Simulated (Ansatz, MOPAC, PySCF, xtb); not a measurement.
Pair of molecules: H2O (SMILES O) (first 3 atoms) with HCl (SMILES Cl); geometry from B3LYP-D3(BJ)/def2-TZVP, rigid monomers moved along the line of their centres of mass till O1···H5 is 1.66 Å.
(charge 0, multiplicity 1):
```xyz
5

O      0.212     0.562     0.177
H      0.724    -0.157    -0.210
H     -0.661     0.517    -0.228
Cl     0.088     0.390     3.132
H      0.164     0.510     1.836
```

Monomers are frozen at their geometry in the pair; levels with a basis set take the counterpoise correction. Rows marked so take none.

Rows in 6-31G* carry no dispersion term and start afresh at each structure (6-31G* with six Cartesian d functions). The state reached by PM3 isn't checked.

The values were computed with Ansatz (Gaussian basis) for Hartree–Fock, density functionals and correlated methods; MOPAC for PM3 (differences of heats of formation); PySCF for 6-31G* rows, the dispersion terms; xtb for the GFN methods. Each number belongs to the level named beside it.

Question: One of these levels gives -6.09 kcal/mol for the interaction energy. Which one is it?
A) PM3
B) r2SCAN-D3(BJ)/def2-TZVPPD
C) GFN-FF
D) B3LYP/6-31G* (no counterpoise)

Answer: B, r2SCAN-D3(BJ)/def2-TZVPPD. The others give -1.95 (GFN-FF), -5.04 (PM3), -8.45 (B3LYP/6-31G* (no counterpoise))

Ansatz is a program for electronic structure.
